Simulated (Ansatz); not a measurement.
ClZn (SMILES [Cl][Zn]), doublet, geometry from GFN2-xTB (such geometries of metal compounds can be far from the true shape) (the spin is typed, not shown lowest), atoms displaced at random by about 0.03 Å a coordinate; HF/def2-SVP, gradient run with Ansatz (a program for electronic structure).

Here is a job for Ansatz.
Ansatz 0.2 input:
```yaml
crystal:
  periodic: [false, false, false]
  atoms:
    - {symbol: Zn, position_ang: [0.02065384, -0.07419763, -0.82228161]}
    - {symbol: Cl, position_ang: [0.03557039, 0.05685902, 1.43585281]}
basis:
  gaussian:
    orbitals: def2-SVP
hamiltonian:
  xc: hf
magnetization: {spin_polarized: true, initial_magnetization: 1}
output: {forces: true}
```

Output, abridged:

```
Functional definition: HF
458 factors; integrals over basis functions are off by at most 1.1e-3 eV
mean field evaluation 1: about -60869.3421 eV, gradient 1.0e1 eV
mean field evaluation 2: about -60869.3862 eV, gradient 1.0e1 eV
mean field evaluation 4: about -60870.3679 eV, gradient 1.6e0 eV
mean field evaluation 8: about -60870.4240 eV, gradient 3.2e-1 eV
mean field evaluation 16: about -60870.4271 eV, gradient 2.3e-5 eV
mean field -60870.42709561 eV, -2236.9469363063 hartree, gradient 2.3e-5 eV, S^2 0.755044; 0 other end points of the search recorded, 0 dependent functions left out
the calculation of the forces begins
reference -60870.42709561 eV, -2236.9469363063 hartree; 24, 23 occupied and 25, 26 virtual orbitals, 458 factors
Total energy: -60870.42709561 eV, -2236.9469363063 hartree
Atom 0 at     0.020654    -0.074198    -0.822282 Å, force     0.005070     0.044548     0.767571 eV/Å
Atom 1 at     0.035570     0.056859     1.435853 Å, force    -0.005070    -0.044548    -0.767571 eV/Å
Dipole moment:    -0.006090    -0.053508    -0.921950 e Å
```
